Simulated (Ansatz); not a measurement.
Two members of one family (InP nanocrystals, H-capped), computed with Ansatz in the gas phase; def2 core potentials for In, no spin–orbit coupling. Binding counts from free atoms in the multiplicity of their measured ground term, without zero-point energy. The structures are stationary points that may keep the symmetry of their start.

First: In9P9H24, cut from wurtzite, rod (singlet, charge 0, PBE-D4/def2-SVP geometry).

```csv
atom,x (Å),y (Å),z (Å)
In1,-2.637,2.859,0.640
P2,-1.101,3.132,2.769
P3,-2.266,0.424,0.045
In4,-1.383,-1.012,2.058
In5,-2.774,-3.662,-0.983
P6,-1.248,-3.377,1.148
In7,1.353,2.185,2.989
P8,1.095,-0.145,2.024
In9,1.200,-4.334,1.358
P10,-1.000,4.076,-1.035
In11,-1.266,0.084,-2.358
P12,-1.147,-2.433,-2.654
In13,1.473,3.312,-1.549
P14,2.345,3.511,0.933
P15,1.196,0.805,-1.800
In16,2.614,-0.572,-0.073
In17,1.320,-3.213,-3.164
P18,2.194,-2.998,-0.687
H19,-4.142,3.703,0.809
H20,-1.835,2.535,3.843
H21,-1.148,4.486,3.239
H22,-3.622,-0.021,-0.101
H23,-2.171,-0.521,3.536
H24,-4.157,-2.612,-0.759
H25,-2.805,-5.350,-1.402
H26,-1.972,-4.062,2.181
H27,2.099,2.646,4.484
H28,1.726,-0.926,3.047
H29,1.894,-3.637,2.805
H30,1.158,-6.021,0.931
H31,-1.042,5.493,-0.821
H32,-1.671,4.059,-2.299
H33,-1.985,1.219,-3.474
H34,-1.810,-2.547,-3.922
H35,2.287,4.409,-2.617
H36,2.529,4.889,1.280
H37,3.727,3.144,0.879
H38,1.887,0.584,-3.037
H39,4.176,0.176,0.154
H40,1.276,-4.901,-3.577
H41,2.077,-1.927,-4.081
H42,3.554,-3.455,-0.764
```

| level | HOMO (eV) | LUMO (eV) | gap (eV) | binding per atom (eV) |
| --- | --- | --- | --- | --- |
| PBE-D4/def2-SVP | -5.67 | -2.26 | 3.40 | 2.52 |
| r2SCAN-D4/def2-SVP | -5.89 | -2.09 | 3.80 | 2.52 |
| PBE0-D4/def2-SVP | -6.64 | -1.55 | 5.09 | 2.52 |

Second: In9P9H26, cut from wurtzite (singlet, charge 0, PBE-D4/def2-SVP geometry).

| atom | x (Å) | y (Å) | z (Å) |
| --- | --- | --- | --- |
| P1 | 1.010 | 1.027 | 3.842 |
| In2 | 2.314 | -0.587 | 2.284 |
| P3 | 0.895 | -2.795 | 2.884 |
| In4 | 2.603 | 2.377 | -0.649 |
| P5 | 1.450 | 0.040 | -0.006 |
| In6 | 2.328 | -1.673 | -1.641 |
| In7 | -0.508 | -4.111 | 1.136 |
| P8 | 0.911 | -3.880 | -1.027 |
| P9 | 1.036 | -1.097 | -3.817 |
| In10 | -1.647 | 0.831 | 4.064 |
| In11 | -0.847 | 4.299 | 1.188 |
| P12 | 0.408 | 3.707 | -1.026 |
| P13 | -1.881 | 1.881 | 1.698 |
| In14 | -1.087 | 0.252 | -0.075 |
| P15 | -2.095 | -2.138 | 0.586 |
| In16 | -0.828 | 3.071 | -3.238 |
| P17 | -1.866 | 0.736 | -2.436 |
| In18 | -1.621 | -1.385 | -3.920 |
| H19 | 1.706 | 1.112 | 5.090 |
| H20 | 1.316 | 2.332 | 3.338 |
| H21 | 3.973 | -0.956 | 2.623 |
| H22 | 1.608 | -3.742 | 3.685 |
| H23 | -0.102 | -2.424 | 3.843 |
| H24 | 3.398 | 2.836 | 0.840 |
| H25 | 3.409 | 2.005 | -2.157 |
| H26 | 3.988 | -2.160 | -1.732 |
| H27 | -1.113 | -5.674 | 1.567 |
| H28 | 1.632 | -5.102 | -1.218 |
| H29 | -0.075 | -4.063 | -2.050 |
| H30 | 1.342 | 0.281 | -4.057 |
| H31 | 1.738 | -1.668 | -4.924 |
| H32 | -2.153 | 1.897 | 5.336 |
| H33 | -1.924 | -0.901 | 4.002 |
| H34 | 0.355 | 4.458 | 2.450 |
| H35 | -2.213 | 5.341 | 0.909 |
| H36 | 0.936 | 4.996 | -1.381 |
| H37 | -3.287 | 1.900 | 1.416 |
| H38 | -3.005 | -2.021 | 1.681 |
| H39 | -3.004 | -2.602 | -0.417 |
| H40 | 0.383 | 2.557 | -4.393 |
| H41 | -2.193 | 4.106 | -3.549 |
| H42 | -3.274 | 0.896 | -2.213 |
| H43 | -1.900 | -2.836 | -2.975 |
| H44 | -2.119 | -1.128 | -5.563 |

Task: Estimate how these quantities change from the first to the second (second minus first).

Result: 
```csv
level,Δ HOMO (eV),Δ LUMO (eV),Δ gap (eV),Δ binding per atom (eV)
PBE-D4/def2-SVP,0.13,-0.10,-0.23,-0.02
r2SCAN-D4/def2-SVP,0.13,-0.08,-0.22,-0.02
PBE0-D4/def2-SVP,0.15,-0.10,-0.25,-0.02
```
